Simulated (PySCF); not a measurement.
Species: C5H7NO2Si.
Numbering: `[OH:1][Si@H:2]1[O:3][CH2:4][c:5]2[cH:6][cH:7][cH:8][n:9]21`

NICS is the negative of the GIAO shielding at a point without a nucleus: at the ring centre (0) and 1 Å above and below it (1); zz is the component along the ring normal. Level: GIAO PBE0/pcSseg-1 (PySCF, non-relativistic, gas phase) on the GFN2-xTB geometry, one conformer.

Rings: 1. Si2–O3–C4–C5–N9; 2. C5–C6–C7–C8–N9.

| set | NICS(0) | NICS(1), two faces | NICS(1)zz, two faces |
| --- | --- | --- | --- |
| P | -4.4 | -2.4 / -2.4 | -1.0 / -2.4 |
| Q | -12.5 | -10.8 / -10.9 | -28.8 / -28.9 |

Problem. Which set (ppm) belongs to which ring?

Solution. P = 1, Q = 2.
- 1 (5-membered ring with N, O and Si; formal bonds 1 aromatic, 4 single): mean NICS(1)zz -1.7 ppm, near zero. Si2, C4 have four or more neighbours; no verdict on aromaticity is drawn.
- 2 (5-membered ring with N; formal bonds all aromatic): mean NICS(1)zz -28.8 ppm, shielded. The ring is flat and has no four-coordinate atom; by the NICS criterion it is aromatic, though in fused rings the probe also feels the neighbouring ring.

Problem. How do the rings differ in shape?

Solution. 
```csv
ring,bond lengths (Å),rms pucker (Å),HOMA,nearest outside atom to a NICS(1) probe (Å)
1,"1.633, 1.414, 1.492, 1.373, 1.750",0.05,–,hydrogen 1.81
2,"1.362, 1.419, 1.364, 1.363, 1.373",0.00,0.84,hydrogen 2.45
```

HOMA = 1 − mean of α(R − Ropt)² over the ring bonds, with Krygowski's 1993 parameters (CC: Ropt 1.388 Å, α 257.7 Å⁻²; CN: Ropt 1.334 Å, α 93.52 Å⁻²). A dash marks a ring with a four-coordinate atom, a triple bond, no multiple bond or a kind of bond without parameters.

The values belong to the conformer `[OH:1][Si@H:2]1[O:3][CH2:4][c:5]2[cH:6][cH:7][cH:8][n:9]21`: H–O1–Si2–O3 -41°.
